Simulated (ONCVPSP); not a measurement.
## Before and after: ONCV potential for W

- Element: tungsten
- Generator: ONCVPSP 4.0.1
- Type: optimised norm-conserving Vanderbilt (ONCV)
- Functional: LDA (Perdew-Wang 92)
- Relativity: scalar-relativistic
- Frozen core: [Kr] 4d10 4f14
- Valence charge: 14
- Reference configuration: 5s2 5p6 5d4 (charge +2)
- Partial waves: 5s: rc 1.80 bohr, ncon 4, nbas 7, qcut 7.3 1/bohr, 3 projectors, debl 1.1 Ha; 5p: rc 1.20 bohr, ncon 3, nbas 6, qcut 5.5 1/bohr, 2 projectors, debl 2.6 Ha; 5d: rc 2.25 bohr, ncon 5, nbas 9, qcut 7.3 1/bohr, 2 projectors, debl 3.4 Ha
- Local potential: polynomial inside 0.80 bohr (lpopt 5, dvloc0 3 Ha)
- Core correction: none

In the s channel the program set the typed energies aside and used -3.510, 0.050, 1.150 Ha.

All-electron outer shells of the reference configuration (LDA (PZ), scalar-relativistic, ld1.x):

```
shell  level (eV)  outermost node (bohr)  outermost maximum (bohr)
   5p      -59.58                   0.57                      1.09
   4f      -49.69                      –                      0.43
   5d      -20.20                   0.63                      1.49
```

Change: local potential polynomial inside 1.05 bohr (lpopt 3, dvloc0 0 Ha).

Cutoffs: the cutoffs (Ha) at which the residual kinetic energy of the hardest occupied pseudo-wave falls to 1 and 0.1 mHa per electron; they do not see the model core or the augmentation charge, which bear on the density cutoff. Errors are all-electron minus pseudo energies relative to the spin-unpolarised reference configuration.

Question: What does the change do?

Answer: The bound ghost in s disappears; the errors of the 4 common tests hardly move. In the separable form a ghost depends on how the local part lies against the semilocal potential of the channel, so the choice of the local part can create or remove one.

```tsv
quantity	base	changed
bound ghosts	s	none
GHOST(+) flags under 300 eV	p at 143.5 eV	s at 272.3 eV
error for 5s2 5p6 5d4 6s2, meV [ΔE -25.14 eV]	+11	+11
error for 5s2 5p6 5d4 6s1, meV [ΔE -16.02 eV]	+6.0	+6.1
error for 5s2 5p6 5d3, meV [ΔE 25.71 eV]	-7.5	-7.5
error for 5s2 5p6 5d5, meV [ΔE -15.17 eV]	+0.5	+0.5
s: phases at 1.83 bohr within 0.05 rad from the reference energy up to (Ha; the scan ends near 5)	to the end of the scan	to the end of the scan
p: phases at 1.22 bohr within 0.05 rad from the reference energy up to (Ha; the scan ends near 5)	to the end of the scan	to the end of the scan
d: phases at 2.28 bohr within 0.05 rad from the reference energy up to (Ha; the scan ends near 5)	to the end of the scan	to the end of the scan
```

 A true bound ghost makes a file unfit for plane-wave use even where its test errors are small: the radial tests pick states by their node count and pass the ghost by.
